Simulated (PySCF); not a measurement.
Ethyldimethoxyborane, C4H11BO2.
SMILES: `CCB(OC)OC`

Torsions of this conformer, `[CH3:1][CH2:2][B:3]([O:4][CH3:5])[O:6][CH3:7]`: C1–C2–B3–O4 179°, C2–B3–O4–C5 0°, C2–B3–O6–C7 -179°.

The closed-shell ground state was solved at several levels (PySCF, density fitting, gas phase, non-relativistic). Geometry: PBE0-D3(BJ)/def2-SVP, one conformer, isolated molecule.

```json
{"level": "wB97X-D/pcSseg-1", "basis functions": "174", "total energy (Eh)": "-334.2957", "HOMO (eV)": "-9.97", "LUMO (eV)": "3.27", "gap (eV)": "13.24", "dipole (D)": "1.54"}
{"level": "B3LYP/pcJ-1", "basis functions": "299", "total energy (Eh)": "-334.4665", "HOMO (eV)": "-7.80", "LUMO (eV)": "1.11", "gap (eV)": "8.91", "dipole (D)": "1.52"}
{"level": "PBE0/pcSseg-1", "basis functions": "174", "total energy (Eh)": "-334.0072", "HOMO (eV)": "-8.04", "LUMO (eV)": "1.43", "gap (eV)": "9.47", "dipole (D)": "1.51"}
```

Estimate the row for CAM-B3LYP/def2-SVPD, a basis of 234 functions; the other rows only guide the guess.

Total energy -334.0536 Eh, HOMO -9.58 eV, LUMO 0.93 eV, gap 10.51 eV, dipole 1.41 D.

Over all these levels, which gives the widest orbital gap and which the narrowest?

wB97X-D/pcSseg-1 (range-separated hybrid) has the widest, 13.24 eV, and B3LYP/pcJ-1 (global hybrid, 20 % exact exchange) the narrowest, 8.91 eV. Functional and basis both differ between the two, so the spread mixes both effects.

How far do the dipole and the HOMO energy spread over the levels?

The dipole runs from 1.41 to 1.54 D (mean 1.49 D) and the HOMO from -9.97 to -7.80 eV.

Note: wB97X-D ran without an empirical dispersion term, which enters the total energy and its gradient alone.
